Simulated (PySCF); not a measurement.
**Correlation energy of Co(2+) (cobalt, charge +2)**

[Ar] 3d6 4s1, high-spin 6D determinant (an excited configuration). Computed with PySCF 2.14 in x2c-QZVPPall (11s7p5d4f2g, 103 functions), with scalar relativity by spin-free X2C-1e. Frozen: [Ne]; 15 electrons correlated.

MP2 pair energies summed by pair of shells (mhartree):

```json
{"pair": "3p-3d", "energy": "-183.98", "share (%)": "38.8"}
{"pair": "3d-3d", "energy": "-124.01", "share (%)": "26.1"}
{"pair": "3p-3p", "energy": "-63.91", "share (%)": "13.5"}
{"pair": "3s-3d", "energy": "-35.59", "share (%)": "7.5"}
{"pair": "3s-3p", "energy": "-29.98", "share (%)": "6.3"}
{"pair": "3d-4s", "energy": "-19.58", "share (%)": "4.1"}
{"pair": "3p-4s", "energy": "-11.92", "share (%)": "2.5"}
{"pair": "3s-3s", "energy": "-4.36", "share (%)": "0.9"}
{"pair": "3s-4s", "energy": "-1.03", "share (%)": "0.2"}
```

Total MP2 correlation energy: -474.36 mhartree.

Same-spin part -166.58 and opposite-spin part -307.78 mhartree; SCS-MP2 scales them by 1/3 and 6/5 to -424.86 mhartree.

This basis was not built for core-valence correlation, so the inner-shell part is incomplete.
